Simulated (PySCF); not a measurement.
**Frontier levels across methods**

Species: C₄H₇FSi.
Structure used (PBE0-D3(BJ)/def2-SVP), in Å, numbered top down from 1:
```xyz
13
C4H7FSi angstrom
F      3.2434    0.5625   -1.0701
C      2.2731    0.4310   -0.1639
C      1.0242    0.1189   -0.5047
C     -0.0887   -0.0141    0.4516
C     -1.1288   -1.1319    0.2258
Si    -1.8294    0.5762    0.0337
H      2.6194    0.6131    0.8586
H      0.8188   -0.0417   -1.5694
H      0.2049    0.1220    1.5002
H     -1.3943   -1.7318    1.1028
H     -0.9814   -1.7455   -0.6703
H     -2.0825    1.0900   -1.3349
H     -2.6777    1.1494    1.1081
```

Basis pcSseg-1 throughout (PySCF), one geometry. Isolated species at its PBE0-D3(BJ)/def2-SVP geometry (one conformer only).

Problem. How do the orbital energies, the gap and the dipole change with the method?

Solution. 
```csv
method,kind,HOMO (eV),LUMO (eV),gap (eV),μ (D),SCF cycles
BLYP,GGA,-5.11,-0.68,4.43,1.76,15
B97-D,GGA,-5.22,-0.72,4.50,1.81,16
OPBE,GGA,-5.24,-0.71,4.53,1.67,16
PBE,GGA,-5.27,-0.83,4.45,1.71,15
KT3,GGA,-5.30,-0.80,4.51,1.74,16
KT2,GGA,-5.31,-0.85,4.46,1.76,16
BP86,GGA,-5.38,-0.91,4.46,1.75,15
LDA,LDA,-5.44,-1.04,4.40,1.82,15
B97-2,global hybrid,-6.12,0.01,6.13,1.96,14
B3LYP,global hybrid,-6.15,-0.17,5.98,1.97,14
PBE0,global hybrid,-6.36,0.03,6.39,1.95,14
mPW1PW91,global hybrid,-6.39,0.03,6.42,1.99,14
BHandHLYP,global hybrid,-7.30,0.97,8.27,2.21,13
CAM-B3LYP,range-separated hybrid,-7.60,1.09,8.69,2.07,12
wB97X-D,range-separated hybrid,-8.15,1.75,9.90,2.06,13
HF,Hartree–Fock,-8.69,3.25,11.94,2.44,11
LC-wPBE,range-separated hybrid,-8.89,2.18,11.08,2.06,14
```

The HOMO spans 3.78 eV, from BLYP down to LC-wPBE, and the gap runs from 4.40 eV (LDA) to 11.94 eV (HF). Over the methods BLYP (0 %), B97-D (0 %), OPBE (0 %), PBE (0 %), KT3 (0 %), KT2 (0 %), BP86 (0 %), LDA (0 %), B97-2 (21 %), B3LYP (20 %), PBE0 (25 %), mPW1PW91 (25 %), BHandHLYP (50 %), HF (100 %), a straight line through the gap against the share of exact exchange rises by 0.75 eV for each 10 % (correlation coefficient 1.000). The dipole ranges from 1.67 D (OPBE) to 2.44 D (HF). This basis has no diffuse functions.
